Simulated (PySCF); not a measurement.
Computed properties of C4H7NSi, SMILES CC1=CN=C[SiH2]1

C₄H₇NSi, SMILES CC1=CN=C[SiH2]1. The structure is a stationary point at B3LYP-D3(BJ)/def2-SVP. The structure was generated by enumeration, and PubChem lists no compound with its InChIKey, so it may never have been made. Other conformers were not sampled. All values are computed for the isolated molecule unless a solvent is named; none is compared with measurement here.

**Structure.** The optimised structure has Cs symmetry. All 33 harmonic modes at B3LYP-D3(BJ)/def2-SVP (PySCF) are real, so it is a minimum. With heavy atoms numbered as in [CH3:1][C:2]1=[CH:3][N:4]=[CH:5][SiH2:6]1, the shortest bond between them is N4–C5 at 1.287 Å and the longest C5–Si6 at 1.907 Å.

**Vibrations.** The strongest infrared lines (harmonic, unscaled, degenerate partners summed) lie at 2220 cm⁻¹ (96 km/mol, H 96 %), 939 cm⁻¹ (87 km/mol, H 94 %), 2219 cm⁻¹ (79 km/mol, H 98 %). The softest mode is at 155 cm⁻¹ and the zero-point energy is 61.3 kcal/mol.

**Electronic structure.** PBE0/def2-TZVP (PySCF) places the frontier levels at -7.01 and -1.88 eV, a gap of 5.13 eV, and gives a dipole moment of 1.89 D and a mean polarisability of 78.0 bohr³. PBE/def2-TZVP (PySCF) at the same geometry gives -5.70 and -2.83 eV, so its gap is 2.26 eV narrower. An orbital gap is neither the optical nor the fundamental gap.

**Excitations.** TDA-B3LYP/def2-SVPD (PySCF) has S1 at 3.46 eV (358 nm, f = 0.000, dark); the most intense of the 10 singlets computed lies at 4.41 eV (f = 0.11). T1 (TDA) is at 2.65 eV, 0.81 eV under S1. TDA-PBE/def2-SVPD (PySCF) puts S1 at 3.10 eV. No vertical singlet excitation falls in the visible range (under 3.1 eV).

**NMR.** GIAO shifts at PBE0/pcSseg-1 (PySCF) (non-relativistic, atoms alike by connectivity averaged): ¹³C from 19.2 to 189.7 ppm against TMS; ¹H from 2.4 to 9.2 ppm against TMS; ²⁹Si at -48.2 ppm against TMS.

**Solvation.** SMD-M06-2X/6-31G* (PySCF) gives -0.6 kcal/mol in water, -3.0 kcal/mol in tetrahydrofuran, -3.5 kcal/mol in chloroform (1 M in both phases, gas-phase geometry); of these solvents chloroform holds the molecule best.
